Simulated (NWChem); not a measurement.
Species: CH₂NO cation; SMILES [OH+]=C=N

```xyz
5

N     -0.0302     1.1896     0.0000
C     -0.0170     0.0422     0.0000
O     -0.1198    -1.1882     0.0000
H     -0.0388     2.2064     0.0000
H      0.7020    -1.7252     0.0000
```
Atoms are numbered in this order, from 1.

All runs: NWChem. Pople sets run with spherical d functions. Coordinates come from a PBE0/def2-SVP optimisation. Core excitations by TDA in a window of 1s orbitals, non-relativistic and unshifted: absolute energies depend strongly on the exact-exchange share.

For level O K edge, PBE/6-311G**:

- first 1s excitation (eV) = 512.4
- dipole oscillator strength of the first = 0.0059
- first state with f > 0.002 (eV) = 512.4
- dipole oscillator strength of that state = 0.0059

Task: What are these values for level O K edge, PBE0/cc-pVTZ?

Result: 
* **first 1s excitation (eV)**: 523.6
* **dipole oscillator strength of the first**: 0.0093
* **first state with f > 0.002 (eV)**: 523.6
* **dipole oscillator strength of that state**: 0.0093
